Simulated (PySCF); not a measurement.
## XPS shifts beside NMR shieldings

C4H10B2.
Numbering: `[BH2:1][C@@H:2]1[BH:3][CH2:4][CH2:5][CH2:6]1`

Binding energies: delta-SCF UKS SCAN, pcX-2 on the ionised atom, pcseg-1 elsewhere, spin-free X2C in PySCF 2.14.0. Shieldings: GIAO KT2/pcSseg-2, non-relativistic, same geometry.

```json
{"atom": "C2", "isotropic shielding (ppm)": "94.8"}
{"atom": "C4", "isotropic shielding (ppm)": "144.8"}
{"atom": "C5", "isotropic shielding (ppm)": "149.4"}
{"atom": "C6", "isotropic shielding (ppm)": "142.8"}
```

What are the C 1s binding energies of these atoms?

| atom | environment | C 1s (eV) | isotropic shielding (ppm) |
| --- | --- | --- | --- |
| C2 | sp3 carbon bound to boron | 289.78 | 94.8 |
| C4 | sp3 carbon bound to boron | 290.11 | 144.8 |
| C6 | ring CH2 carbon | 290.44 | 142.8 |
| C5 | ring CH2 carbon | 290.48 | 149.4 |

By binding energy: C2 < C4 < C6 ≈ C5. By shielding: C2 < C6 < C4 < C5.

The structure is a single PBE0-D3(BJ)/def2-SVP conformer in the gas phase; no vibrational or solvent corrections.
